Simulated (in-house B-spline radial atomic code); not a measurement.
What moves the levels of W ([Xe] 4f14 5d4 6s2)? Method: Dirac-Hartree-Fock, average of the jj configuration, Fermi nucleus of rms radius 5.3491 fm. Calculated with an all-electron radial atomic-structure program (B-spline basis).

Baseline run (computed): total energy -16156.2215 hartree, 1s1/2 at -2571.254 hartree, 6s1/2 at -7.1304 eV with <r> = 3.425 bohr.

Changing the nucleus:

```json
{"nucleus": "Fermi nucleus of rms radius 5.3559 fm, A = 182", "ΔE (eV)": "0.146"}
{"nucleus": "Fermi nucleus of rms radius 5.3611 fm, A = 183", "ΔE (eV)": "0.258"}
{"nucleus": "Fermi nucleus of rms radius 5.3658 fm, A = 184", "ΔE (eV)": "0.359"}
{"nucleus": "Fermi nucleus of rms radius 5.3743 fm, A = 186", "ΔE (eV)": "0.543"}
```

A larger nucleus binds the electrons less, roughly as the density at the nucleus times the change of the nuclear <r²>. The reference is A = 180.
